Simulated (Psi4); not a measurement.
H₄B₃Cl₃N₃ (SMILES ClB1NB(Cl)[NH2+]B(Cl)N1), charge +1, singlet, geometry from GFN2-xTB; REVPBE/STO-3G run with Psi4.

Here is a job for Psi4.
```
memory 2 GB

molecule mol {
1 1
  Cl   -1.924979   -2.505754   -0.302522
  B    -0.901129   -1.172787   -0.140762
  N    -1.393563    0.180461   -0.260006
  B    -0.632630    1.339698   -0.142309
  Cl   -1.195728    2.931613   -0.286300
  N     0.883506    1.153289    0.151575
  B     1.432760   -0.297055    0.272435
  Cl    3.091711   -0.466040    0.574646
  N     0.511080   -1.328905    0.122459
  H    -2.385014    0.273027   -0.448458
  H     1.420909    1.649349   -0.566985
  H     1.113380    1.661380    1.011964
  H     0.841490   -2.283871    0.199445
}

set basis sto-3g
set reference rks
set scf_type pk
set puream true
set d_convergence 1e-8
set dft_radial_points 99
set dft_spherical_points 590

energy('revpbe')
print_variables()
```

Output, abridged:

```
   => Loading Basis Set <=

    Name: STO-3G
    Role: ORBITAL
    Keyword: BASIS

         ---------------------------------------------------------
                                   SCF
               by Justin Turney, Rob Parrish, Andy Simmonett
                          and Daniel G. A. Smith
                              RKS Reference
         ---------------------------------------------------------

  ==> Geometry <==

    Molecular point group: c1
    Full point group: C1

    Geometry (in Angstrom), charge = 1, multiplicity = 1:

       Center              X                  Y                   Z               Mass
    ------------   -----------------  -----------------  -----------------  -----------------
         CL          -1.918929032373    -2.497818264164    -0.301332279280    34.968852682000
         B           -0.895079032373    -1.164851264164    -0.139572279280    11.009305360000
         N           -1.387513032373     0.188396735836    -0.258816279280    14.003074004430
         B           -0.626580032373     1.347633735836    -0.141119279280    11.009305360000
         CL          -1.189678032373     2.939548735836    -0.285110279280    34.968852682000
         N            0.889555967627     1.161224735836     0.152764720720    14.003074004430
         B            1.438809967627    -0.289119264164     0.273624720720    11.009305360000
         CL           3.097760967627    -0.458104264164     0.575835720720    34.968852682000
         N            0.517129967627    -1.320969264164     0.123648720720    14.003074004430
         H           -2.378964032373     0.280962735836    -0.447268279280     1.007825032230
         H            1.426958967627     1.657284735836    -0.565795279280     1.007825032230
         H            1.119429967627     1.669315735836     1.013153720720     1.007825032230
         H            0.847539967627    -2.275935264164     0.200634720720     1.007825032230

  Running in c1 symmetry.

  Rotational constants: A =      0.02741  B =      0.02685  C =      0.01359 [cm^-1]
  Rotational constants: A =    821.82193  B =    804.98426  C =    407.51620 [MHz]
  Nuclear repulsion =  617.005725813411004

  Charge       = 1
  Multiplicity = 1
  Electrons    = 90
  Nalpha       = 45
  Nbeta        = 45

  ==> Algorithm <==

  SCF Algorithm Type is PK.
  DIIS enabled.
  MOM disabled.
  Fractional occupation disabled.
  Guess Type is SAD.
  Energy threshold   = 1.00e-06
  Density threshold  = 1.00e-08
[...]
   @RKS iter   6: -1603.56835870645932   -6.55465e-05   2.60786e-05 DIIS
   @RKS iter   7: -1603.56836045783916   -1.75138e-06   7.86480e-06 DIIS
   @RKS iter   8: -1603.56836065314633   -1.95307e-07   6.60716e-07 DIIS
   @RKS iter   9: -1603.56836065468860   -1.54228e-09   1.28408e-07 DIIS
   @RKS iter  10: -1603.56836065472226   -3.36513e-11   4.73212e-08 DIIS
   @RKS iter  11: -1603.56836065472953   -7.27596e-12   1.87321e-09 DIIS
  Energy and wave function converged.

  ==> Post-Iterations <==

   Electrons on quadrature grid:
      Ntotal   =   89.9999997877 ; deviation = -2.123e-07

    Orbital Energies [Eh]
    ---------------------

    Doubly Occupied:

[...]
    Virtual:

[...]
      61A      0.391907

    Final Occupation by Irrep:
              A
    DOCC [    45 ]
    NA   [    45 ]
    NB   [    45 ]

  @RKS Final Energy: -1603.56836065472953

   => Energetics <=

    Nuclear Repulsion Energy =            617.0057258134110043
    One-Electron Energy =               -3421.2836794934296449
    Two-Electron Energy =                1319.1249682066320474
    DFT Exchange-Correlation Energy =    -118.4153751813429807
    Empirical Dispersion Energy =           0.0000000000000000
    VV10 Nonlocal Energy =                  0.0000000000000000
    Total Energy =                      -1603.5683606547295312

Computation Completed

Properties will be evaluated at   0.000000,   0.000000,   0.000000 [a0]

Properties computed using the SCF density matrix

 Multipole Moments:

 ------------------------------------------------------------------------------------
     Multipole            Electronic (a.u.)      Nuclear  (a.u.)        Total (a.u.)
 ------------------------------------------------------------------------------------

 L = 1.  Multiply by 2.5417464519 to convert [e a0] to [Debye]
 Dipole X            :         -0.4033091            1.0403813            0.6370721
 Dipole Y            :         -0.5300051            1.3646751            0.8346700
 Dipole Z            :         -0.0831853            0.2045715            0.1213862
 Magnitude           :                                                    1.0570097

 ------------------------------------------------------------------------------------

  Variable Map:
  ----------------------------------------------------------------------------
[...]
  Array Variable Map:
  ----------------------------------------------------------------------------
[...]
[...]
```
